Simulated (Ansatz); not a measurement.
**Question.** Predict a relaxed structure of (H3Sn)2S (Sn2H6S), charge 0, singlet, at r2SCAN-D4/def2-SVP (Ansatz).

**Answer.** 
Cartesian coordinates in Å:
```
Sn -0.939 -1.022 -1.226
H 0.435 -1.984 -1.580
H -2.044 -1.010 -2.529
H -1.682 -1.572 0.219
S -0.258 1.296 -0.944
Sn 0.924 1.097 1.173
H 1.747 2.581 1.369
H -0.203 0.834 2.437
H 2.020 -0.220 1.081
```
Point group C2 (tolerance 0.1 Å). This is one stationary point.

In the def2 sets Sn takes a core potential; there is no spin–orbit coupling.
